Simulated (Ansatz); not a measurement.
Geometry optimisation, Ansatz 0.2.0, RKS PBE/6-31G*.

input.yaml

```yaml
crystal:
  periodic: [false, false, false]
  atoms:
    - { symbol: B, position_ang: [0.13058, 0.562829, -0.397564] }
    - { symbol: H, position_ang: [-0.106651, -0.102744, 1.895375] }
    - { symbol: O, position_ang: [1.296601, -0.139667, -0.562223] }
    - { symbol: H, position_ang: [1.121671, -1.006984, -0.97061] }
    - { symbol: C, position_ang: [-1.29413, 0.039908, -0.847868] }
    - { symbol: H, position_ang: [-1.503856, -0.978015, -0.471937] }
    - { symbol: H, position_ang: [-2.100463, 0.70129, -0.491992] }
    - { symbol: H, position_ang: [-1.372349, -0.012284, -1.951101] }
    - { symbol: F, position_ang: [0.269427, 1.778003, 0.142426] }
    - { symbol: H, position_ang: [-0.09033, 0.607964, 1.885294] }
basis:
  gaussian: { orbitals: "6-31G*" }
hamiltonian:
  xc: pbe
relax:
  f_tol: 0.03
  max_steps: 50
```

Run as:

```bash
$ ansatz run input.yaml --threads 1 --pin off --max-ram 2048MiB --backend cpu --events-out ev --progress --plain --runs-dir out
```

Question: Where does it end, and by what steps?

Answer: The run converged. The force dipped under the threshold on the way, but the program's further checks kept it going. After 34 steps the energy has fallen by 0.233 eV; H2 moved furthest, 1.88 Å.

```json
{"step": "0", "energy less start (eV)": "0.0000", "largest force component (eV/Å)": "1.633", "accepted": "yes"}
{"step": "2", "energy less start (eV)": "-0.1700", "largest force component (eV/Å)": "0.118", "accepted": "yes"}
{"step": "4", "energy less start (eV)": "-0.1890", "largest force component (eV/Å)": "0.103", "accepted": "yes"}
{"step": "6", "energy less start (eV)": "-0.1929", "largest force component (eV/Å)": "0.352", "accepted": "yes"}
{"step": "8", "energy less start (eV)": "-0.2014", "largest force component (eV/Å)": "0.166", "accepted": "yes"}
{"step": "10", "energy less start (eV)": "-0.2078", "largest force component (eV/Å)": "0.142", "accepted": "yes"}
{"step": "12", "energy less start (eV)": "-0.2136", "largest force component (eV/Å)": "0.148", "accepted": "yes"}
{"step": "14", "energy less start (eV)": "-0.2158", "largest force component (eV/Å)": "0.134", "accepted": "yes"}
{"step": "16", "energy less start (eV)": "-0.2179", "largest force component (eV/Å)": "0.073", "accepted": "yes"}
{"step": "18", "energy less start (eV)": "-0.2189", "largest force component (eV/Å)": "0.074", "accepted": "yes"}
{"step": "20", "energy less start (eV)": "-0.2081", "largest force component (eV/Å)": "0.524", "accepted": "no"}
{"step": "22", "energy less start (eV)": "-0.2205", "largest force component (eV/Å)": "0.233", "accepted": "no"}
{"step": "24", "energy less start (eV)": "-0.2253", "largest force component (eV/Å)": "0.058", "accepted": "yes"}
{"step": "26", "energy less start (eV)": "-0.2271", "largest force component (eV/Å)": "0.089", "accepted": "yes"}
{"step": "28", "energy less start (eV)": "-0.2294", "largest force component (eV/Å)": "0.126", "accepted": "yes"}
{"step": "30", "energy less start (eV)": "-0.2313", "largest force component (eV/Å)": "0.069", "accepted": "yes"}
{"step": "32", "energy less start (eV)": "-0.2323", "largest force component (eV/Å)": "0.028", "accepted": "yes"}
{"step": "34", "energy less start (eV)": "-0.2327", "largest force component (eV/Å)": "0.021", "accepted": "yes"}
```

```xyz
10
Properties=species:S:1:pos:R:3
B 0.207 0.228 -0.621
H -0.370 0.941 3.441
O 1.352 -0.381 -1.059
H 1.147 -1.050 -1.738
C -1.260 -0.077 -1.124
H -1.333 -0.897 -1.858
H -1.911 -0.328 -0.268
H -1.699 0.826 -1.585
F 0.395 1.173 0.324
H -0.179 1.016 2.718
```

Whether the end is a true minimum wasn't checked by a vibrational analysis.

Run time: 90 s on 1 thread of Arm Neoverse V1 (shared host), peak memory 0.14 GiB.
